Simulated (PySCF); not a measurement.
C3H8BF. Atoms are numbered in the order given.

```xyz
13

B      0.2480     0.2191     0.4429
F      0.5990    -0.9983     0.8821
C      0.6926     1.4463     1.3168
H      1.7940     1.4606     1.4046
H      0.3110     1.3345     2.3474
H      0.3628     2.4193     0.9242
C     -0.5693     0.3267    -0.8957
C     -0.8983    -0.9809    -1.6200
H     -0.0103     1.0188    -1.5571
H     -1.4922     0.8936    -0.6587
H     -1.4910    -1.6546    -0.9808
H      0.0178    -1.5273    -1.8956
H     -1.4730    -0.8084    -2.5440
```

Geometry: B3LYP-D3(BJ)/def2-SVP. One conformer was computed; it need not be the lowest.

These are HF/def2-TZVP (PySCF) values and carry that method's errors.

Isolated molecule, no solvent.

* **total energy**: -242.55938 hartree
* **highest occupied level**: -11.90 eV
* **lowest empty level**: 2.96 eV
* **orbital gap**: 14.86 eV
* **dipole moment**: 1.46 D
* **quadrupole, principal values (traceless, Buckingham form, about the centre of nuclear charge)**: -3.47, 0.23, 3.24 D·Å
* **mean static polarisability**: 47.3 bohr³ (7.01 Å³)
* **polarisability, principal values**: 42.2, 46.0, 53.7 bohr³
